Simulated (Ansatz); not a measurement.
```yaml
crystal:
  periodic: [false, false, false]
  atoms:
    - {symbol: Zn, position_ang: [-1.348648, -1.343494, 2.779555]}
    - {symbol: Zn, position_ang: [2.775353, -1.352448, -1.347768]}
    - {symbol: Zn, position_ang: [-1.340974, 2.782507, -1.345581]}
    - {symbol: Se, position_ang: [-1.874994, 0.913477, 0.909996]}
    - {symbol: Se, position_ang: [0.914471, 0.911883, -1.874568]}
    - {symbol: Se, position_ang: [0.913528, -1.872832, 0.917130]}
    - {symbol: H, position_ang: [-2.343713, -2.341505, 2.099872]}
    - {symbol: H, position_ang: [-0.497058, -0.488194, 3.776042]}
    - {symbol: H, position_ang: [2.083604, -2.346292, -2.338959]}
    - {symbol: H, position_ang: [3.782076, -0.504212, -0.501463]}
    - {symbol: H, position_ang: [-2.339016, 2.108619, -2.344494]}
    - {symbol: H, position_ang: [-0.484890, 3.774111, -0.489027]}
    - {symbol: H, position_ang: [-3.305603, 0.677368, 0.671590]}
    - {symbol: H, position_ang: [-2.144180, 1.935002, 1.930895]}
    - {symbol: H, position_ang: [0.670463, 0.663243, -3.302084]}
    - {symbol: H, position_ang: [1.933589, 1.931727, -2.156778]}
    - {symbol: H, position_ang: [0.673743, -3.302341, 0.676004]}
    - {symbol: H, position_ang: [1.932259, -2.146629, 1.939648]}
basis:
  gaussian: {orbitals: def2-TZVPD, initial_orbitals: start.molden}
hamiltonian: {xc: pbe0, dispersion: d4}
scf: {omitted_lower_state_checks: [starts]}
output: {orbitals: {seedname: orbitals}}
```

The file start.molden holds the orbitals of an earlier run on this structure, at another level or in another basis.

```sh
$ ansatz run in.yaml --threads 4 --pin off --events-out ev --progress --plain --max-ram 4787MiB
```

(1) Does this run fit into the memory that it is given?

Answers

(1) No. It has 432 basis functions, and Ansatz plans for 6 GiB where 5 GiB are given.
